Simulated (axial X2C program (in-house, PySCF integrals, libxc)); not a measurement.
The numbers below are computed, except where a source is named.
**TeH: input and output**

Program: an in-house relativistic program for diatomic molecules.

Input:
```json
{
 "zs": [
  52,
  1
 ],
 "q": 0,
 "bas": [
  "dyall-cv3z",
  "dyall-v3z"
 ],
 "levels": [
  "PBE0",
  "HF",
  "B97-3"
 ],
 "cc": true,
 "r0": 1.68,
 "thr": -1.0,
 "nmax": 90,
 "npts": 10,
 "nst": 2,
 "ntry": 6
}
```
```bash
python so2c.py task.json out
```

Keys: zs atomic numbers; q charge; bas basis sets; levels methods; cc coupled cluster on or off; r0 starting distance in Å; thr threshold in hartree for freezing inner shells (an s shell follows its p shell); nmax most natural virtual spinors; npts points on the curve; nst determinants followed; ntry starts of the search. HF also brings MP2.

Output of the HF step, spin-free, at R = 1.665 Å for the state M_S = 1/2, Λ = 1. It starts from PBE0 orbitals of this distance.

```
spin-free X2C-1e  HF
basis functions 141  fitting functions 725  grid points 5074
iter        total energy     max residual
   1      -6791.495331725     2.51e-01
   2      -6791.512218607     5.81e-03
   3      -6791.512626122     1.64e-03
   4      -6791.512678054     7.51e-04
   5      -6791.512690731     2.70e-04
   6      -6791.512693850     8.51e-05
   7      -6791.512694330     2.75e-05
   8      -6791.512694379     1.26e-05
   9      -6791.512694385     8.07e-06
  10      -6791.512694388     5.35e-06
  11      -6791.512694389     2.60e-06
converged
one-electron -9353.71038864  Coulomb 2720.83294684  exact exchange -175.16210843  xc functional 0.00000000  nuclear repulsion 16.52685584
correlated 7  virtual 179  natural virtual 80  E(MP2) -0.122688606  MP2 remainder -0.002538949
iter   CCSD correlation   residual
   1     -0.136103112   9.25e-02
   2     -0.141348570   3.14e-02
   3     -0.141604656   7.06e-03
   4     -0.141660389   2.14e-03
   5     -0.141654295   6.84e-04
   6     -0.141655470   2.25e-04
   7     -0.141656097   7.68e-05
   8     -0.141655711   2.59e-05
   9     -0.141655655   7.90e-06
  10     -0.141655696   2.16e-06
  11     -0.141655723   6.69e-07
  12     -0.141655728   2.45e-07
(T) -0.004763617  T1 0.0129  D1 0.0209  max T2 0.097
```
Energies are in hartree; totals compare only within one Hamiltonian and basis. T1 in the output is the amplitude norm over the root of the electron number; divide by √2 for the Lee–Taylor value.
